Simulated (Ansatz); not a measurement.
Reactions of `COC(=S)SC`.

Computed with Ansatz on PBE0-D4/def2-TZVP structures; ΔE is electronic, products minus reactants. CBS: MP2 limit from def2 TZ/QZ plus the TZ coupled-cluster correction, frozen cores. This one scheme is used for every species, atoms too. Functionals use def2-TZVPP. B3LYP here is the variant with VWN-RPA as its local correlation; programs differ in this. Open shells (•) are unrestricted, without spin–orbit coupling. Spin–orbit coupling would lower the free atoms: a little for C, O, S. def2 core potentials past Kr. Bonds to Te are less sure, by a few kJ/mol each and by 10 to 20 or more in all where they break to atoms, as the def2 sets lack core-valence functions. One conformer a species, not always the lowest.

| reaction | B2PLYP (eV) | ωB97M-V (eV) | B3LYP-D4 (eV) |
| --- | --- | --- | --- |
| `COC(=S)SC` + `N[Si]O` → `CO[Si]N` + `CSC(O)=S` | 0.03 | 0.04 | 0.03 |
| `COC(=S)SC` + H₂O → `CSC(O)=S` + CH₃OH | 0.10 | 0.11 | 0.12 |
| `COC(=S)SC` + H₂ → `COC=S` + CH₃SH | -0.29 | -0.24 | -0.19 |
| `COC(=S)SC` + `O[SiH2]O[SiH](O)O` → `CO[SiH](O)O[SiH2]O` + `CSC(O)=S` | 0.10 | 0.09 | 0.09 |
| `COC(=S)SC` → `[CH2]` (triplet) + `CSC(O)=S` | 3.98 | 4.08 | 4.03 |
| `COC(=S)SC` → 3 C• + 6 H• + O• + 2 S• | 46.43 | 47.25 | 46.98 |
| `COC(=S)SC` + H₂Te → `COC(=S)[TeH]` + CH₃SH | 0.24 | 0.32 | 0.25 |
| `COC(=S)SC` + H₂ → `CSC=S` + CH₃OH | -0.37 | -0.29 | -0.29 |

Problem. Give the CCSD(T)/CBS values in the same order. (Estimate.)

Solution. Ansatz gave: 0.06, 0.17, -0.21, 0.12, 4.05, 46.94, 0.21, -0.35 eV.

Largest T1 diagnostic: 0.017, for `COC=S`.
